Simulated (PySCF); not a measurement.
# Computed records: GeH₃NOSi

Computed with PySCF 2.14.0. Calculation on a computer-drawn molecule: optimised geometry and harmonic frequencies of an isolated molecule of the commonest isotopes, restricted reference for singlets and unrestricted otherwise, frozen core in MP2; on germanium a core potential holds 10 electrons, which the energies leave out, and 3d is frozen in MP2 and coupled-cluster steps.

GeH₃NOSi

Start structure:
```xyz
7
GeH3NOSi
N     -0.1643    -1.0193     0.5787
Si     1.3999    -0.9462    -0.0793
Ge     1.3002     1.5380    -0.3260
O      2.4461     2.5272    -0.9158
H     -0.8024    -0.2637     0.7560
H     -0.5683    -1.8990     0.8485
H     -0.0440     2.1682     0.1586
```

```
charge                                        : 0
multiplicity                                  : 1
method                                        : MP2
basis                                         : cc-pV(D+d)Z
basis and core potential on germanium         : cc-pVDZ-PP ECP10MDF
rotational constants                          : 12.56, 1.894, 1.646 GHz
total energy                                  : -713.8651 hartree
convergence status largest gradient component : 7.698e-06 hartree/bohr
```

Drawn bonds:
```tsv
atom	other atom	order
1	2	1
2	3	1
3	4	2
1	5	1
1	6	1
3	7	1
```

Optimised structure:
```xyz
7
GeH3NOSi
N     -0.1438    -0.9561     0.5628
Si     1.4449    -1.0196    -0.0892
Ge     1.3207     1.4525    -0.3244
O      2.3917     2.6131    -0.9035
H     -0.7223    -0.1221     0.7061
H     -0.6320    -1.8010     0.8634
H     -0.0919     1.9384     0.2054
```

Modes:
```tsv
frequency (cm⁻¹)	reduced mass (dalton)
71.76	7.407
120.2	6.406
219.9	7.294
352.2	9.053
384.9	1.143
594.4	1.028
633.6	1.225
743.7	1.112
809.1	1.32
870.8	4.485
914.9	12.7
1569	1.116
1930	1.021
3497	1.054
3633	1.092
```
